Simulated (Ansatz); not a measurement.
The first iterations of a band of FH4OPSi (8 atoms, charge 0, multiplicity 1).

These are results of Ansatz 0.2.0, UKS PBE-D4/STO-3G, not measurements.

- movable images: 5
- climbing image: yes
- spring: 5.0 eV/Å²
- optimiser: quadratic models (default)
- start path: through a guess of the saddle point
- force threshold: 0.05 eV/Å
- iteration limit: 60
- end points: relaxed

Initial state:

```xyz
8
Properties=species:S:1:pos:R:3
F -1.865 1.756 -0.531
Si -0.417 1.175 0.005
O -0.518 -0.525 -0.344
P 0.986 -1.284 0.198
H 0.686 1.835 -0.711
H -0.265 1.449 1.442
H 0.338 -2.377 0.866
H 1.148 -2.086 -0.981
```

Final state:

```xyz
8
Properties=species:S:1:pos:R:3
F -0.173 1.916 -0.685
Si -0.099 1.294 1.033
O -0.380 -0.224 -0.112
P 1.159 -1.122 -0.325
H -0.335 0.706 -0.870
H -1.601 1.423 1.162
H 0.975 -1.900 0.861
H 0.547 -2.149 -1.118
```

| iteration | highest image above the first end (eV) | largest band force component (eV/Å) |
| --- | --- | --- |
| 1 | 7.239 | 13.507 |
| 2 | 4.349 | 6.120 |
| 3 | 3.295 | 2.300 |
| 4 | 3.265 | 0.663 |
| 5 | 3.217 | 0.796 |
| 6 | 3.126 | 0.688 |
| 7 | 2.918 | 0.829 |
| 8 | 2.598 | 1.778 |
| 9 | 2.486 | 1.077 |
| 10 | 2.427 | 2.773 |
| 11 | 2.322 | 0.513 |
| 12 | 2.570 | 1.729 |
| 13 | 2.584 | 1.524 |
| 14 | 2.715 | 0.575 |
| 15 | 2.735 | 0.428 |

Q: Does the band converge within its limit, and where does its top end?

A: The run converged. It ended after 46 iterations with the highest image 2.683 eV above the first end. The profile has 2 maxima (images 2, 4) with wells between them (image 3): this band takes more than one step, which may be the mechanism or a detour left from its start path. Neighbouring images differ by up to 2.4 eV, so the band resolves the path poorly. A vibrational analysis at the climbing image gives one clearly imaginary mode, 1069i cm⁻¹: a first-order saddle point. The orbitals stay closed-shell, which can raise the energy where a bond breaks towards radicals; this wasn't checked here. Limits of this set-up: minimal basis.

Run time: 7.9 min on 1 thread of Intel(R) Xeon(R) Processor @ 2.70GHz, on a shared host, peak memory 0.12 GiB.
